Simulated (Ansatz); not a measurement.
**Nudged elastic band run: Ba16H**

Input:

```yaml
crystal:
  lattice:
    - [10.04, 0.0, 0.0]
    - [0.0, 10.04, 0.0]
    - [0.0, 0.0, 10.04]
  atoms:
    - { symbol: Ba, position: [0.00679144, 0.00065643, 0.003736] }
    - { symbol: Ba, position: [0.49308713, 0.00065704, 0.00373803] }
    - { symbol: Ba, position: [0.01923021, 0.50070284, -0.00077562] }
    - { symbol: Ba, position: [-0.0059666, 0.0006548, 0.49318979] }
    - { symbol: Ba, position: [0.24993325, 0.27027342, 0.25023548] }
    - { symbol: Ba, position: [0.48063582, 0.50070285, -0.00077232] }
    - { symbol: Ba, position: [0.50584442, 0.00065498, 0.49319076] }
    - { symbol: Ba, position: [0.74993714, 0.25749287, 0.24600657] }
    - { symbol: Ba, position: [-0.00722964, 0.50064876, 0.51127615] }
    - { symbol: Ba, position: [0.24993323, 0.73114275, 0.250277] }
    - { symbol: Ba, position: [0.24993821, 0.24350645, 0.73851743] }
    - { symbol: Ba, position: [0.50710395, 0.50064876, 0.51127321] }
    - { symbol: Ba, position: [0.74993786, 0.74378394, 0.24602792] }
    - { symbol: Ba, position: [0.74993748, 0.24457658, 0.75647132] }
    - { symbol: Ba, position: [0.24993847, 0.75781387, 0.73848674] }
    - { symbol: Ba, position: [0.74993748, 0.75670755, 0.75648636] }
    - { symbol: H, position: [0.24993036, 0.5007401, 0.1244909] }
basis:
  ecutwfc: 420.0
kpoints:
  mp_grid: { grid: [2, 2, 2] }
hamiltonian:
  xc: pbe
scf:
  occupations: { method: gaussian, width: 0.1 }
  lower_state_search: "off"
neb:
  images: 3
  f_tol: 0.05
  initial_path: idpp
  max_iterations: 80
  optimiser: lbfgs
  final_atoms:
    - { symbol: Ba, position: [0.00768824, 0.00049974, -0.0067794] }
    - { symbol: Ba, position: [0.49543858, 0.00050777, 0.00768714] }
    - { symbol: Ba, position: [-0.01233518, 0.50050881, -0.0079388] }
    - { symbol: Ba, position: [0.00768544, 0.00050066, 0.50653594] }
    - { symbol: Ba, position: [0.24888466, 0.2712681, 0.24987157] }
    - { symbol: Ba, position: [0.50123498, 0.5005293, 0.02057087] }
    - { symbol: Ba, position: [0.49543623, 0.00050814, 0.49206775] }
    - { symbol: Ba, position: [0.76236798, 0.24267669, 0.24987678] }
    - { symbol: Ba, position: [-0.0123333, 0.5005093, 0.50769202] }
    - { symbol: Ba, position: [0.24887093, 0.72980524, 0.24987211] }
    - { symbol: Ba, position: [0.25462076, 0.25833954, 0.74987681] }
    - { symbol: Ba, position: [0.50123122, 0.50052978, 0.4791679] }
    - { symbol: Ba, position: [0.76237768, 0.75833924, 0.2498772] }
    - { symbol: Ba, position: [0.74240177, 0.24382148, 0.74987797] }
    - { symbol: Ba, position: [0.25461326, 0.74266968, 0.74987725] }
    - { symbol: Ba, position: [0.74238914, 0.75718211, 0.74987885] }
    - { symbol: H, position: [0.3751392, 0.50058246, 0.24985891] }
  order_check: true
```

Command:

```bash
$ ansatz run input.yaml --threads 4 --pin off --max-ram 10240MiB --backend cpu --events-out ev --progress --plain --runs-dir out
```

Output, in part (warnings, iteration lines):

```
NEB end point (image 0): max|allowed force component| = 3.921e-3 eV/Å (the criterion of neb.relax_end_points is 1.000e-2)
NEB end point (image 4): max|allowed force component| = 1.715e-2 eV/Å (the criterion of neb.relax_end_points is 1.000e-2)
NEB iter   1: max|band force component| = 4.254e-1 eV/Å  barrier→ = 0.2164 eV  barrier← = 0.2162 eV  CI = image 2  Δτ_max = 0.0064 Å  (35 SCF iters)
NEB iter   2: max|band force component| = 3.940e-1 eV/Å  barrier→ = 0.2104 eV  barrier← = 0.2102 eV  CI = image 2  Δτ_max = 0.1054 Å  (13 SCF iters)
NEB iter   3: max|band force component| = 9.021e-2 eV/Å  barrier→ = 0.1548 eV  barrier← = 0.1545 eV  CI = image 2  Δτ_max = 0.0467 Å  (19 SCF iters)
NEB iter   4: max|band force component| = 1.460e-1 eV/Å  barrier→ = 0.1483 eV  barrier← = 0.1481 eV  CI = image 2  Δτ_max = 0.0024 Å  (18 SCF iters)
NEB iter   5: max|band force component| = 1.282e-1 eV/Å  barrier→ = 0.1481 eV  barrier← = 0.1479 eV  CI = image 2  Δτ_max = 0.0218 Å  (9 SCF iters)
NEB iter   6: max|band force component| = 7.006e-2 eV/Å  barrier→ = 0.1452 eV  barrier← = 0.1449 eV  CI = image 2  Δτ_max = 0.0094 Å  (15 SCF iters)
NEB iter   7: max|band force component| = 9.260e-2 eV/Å  barrier→ = 0.1437 eV  barrier← = 0.1434 eV  CI = image 2  Δτ_max = 0.0017 Å  (15 SCF iters)
NEB iter   8: max|band force component| = 8.287e-2 eV/Å  barrier→ = 0.1436 eV  barrier← = 0.1433 eV  CI = image 2  Δτ_max = 0.0190 Å  (9 SCF iters)
NEB iter   9: max|band force component| = 3.168e-2 eV/Å  barrier→ = 0.1416 eV  barrier← = 0.1413 eV  CI = image 2  Δτ_max = 0.1226 Å  (15 SCF iters)
NEB iter  10: max|band force component| = 3.429e-1 eV/Å  barrier→ = 0.1313 eV  barrier← = 0.1311 eV  CI = image 2  Δτ_max = 0.1014 Å  (7 SCF iters)
NEB iter  11: max|band force component| = 2.562e-2 eV/Å  barrier→ = 0.1310 eV  barrier← = 0.1307 eV  CI = image 2  Δτ_max = 0.0000 Å  (168 SCF iters)
```

The run converged. The band force fell under the threshold earlier too, but the program's further tests of the path sent the band on. By the program's own check the climbing image is a first-order saddle point (lowest curvatures found: -0.67 and 0.30 eV/Å²). Limits of this set-up: coarse k mesh, odd electron count without spin.

Final band (atoms are numbered from 1 in the order of the input):

| image | path coordinate (Å) | energy (eV) | Ba3–H17 (Å) | Ba12–H17 (Å) |
| --- | --- | --- | --- | --- |
| 0 | 0.00 | 0.000 | 2.64 | 4.66 |
| 1 | 0.58 | 0.052 | 2.81 | 4.11 |
| 2 | 1.16 | 0.131 | 3.41 | 3.41 |
| 3 | 1.74 | 0.050 | 4.13 | 2.81 |
| 4 | 2.33 | 0.000 | 4.67 | 2.63 |

Run time: 6.3 min on 4 threads of Intel(R) Xeon(R) 6975P-C (Granite Rapids), on a shared host, peak memory 4.4 GiB.
